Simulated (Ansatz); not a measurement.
HSe, SMILES [SeH] (connectivity only; charge and spin as stated), charge -1, multiplicity 1.

Coordinates come from a PBE0-D3(BJ)/def2-TZVPD optimisation. The spin state was assumed, not searched.

Two levels are set side by side: PBE/def2-TZVPD (Ansatz, a program for electronic structure) and PBE0/def2-TZVPD (Ansatz). Energy differences of separate SCF runs at the same geometry; the states with an electron removed or added have multiplicity 2. Differences are taken from unrounded values.

| quantity | PBE0 |
|---|---|
| vertical ionisation energy (eV) | 2.25 |
| vertical singlet–triplet gap (eV) | 3.43 |

Question: What does PBE give, and how far is it from PBE0? (The exact figures need the calculation; the answer reports its results.)

Answer: 
| quantity | PBE | PBE minus PBE0 |
|---|---|---|
| vertical ionisation energy (eV) | 2.31 | 0.06 |
| vertical singlet–triplet gap (eV) | 3.39 | -0.04 |
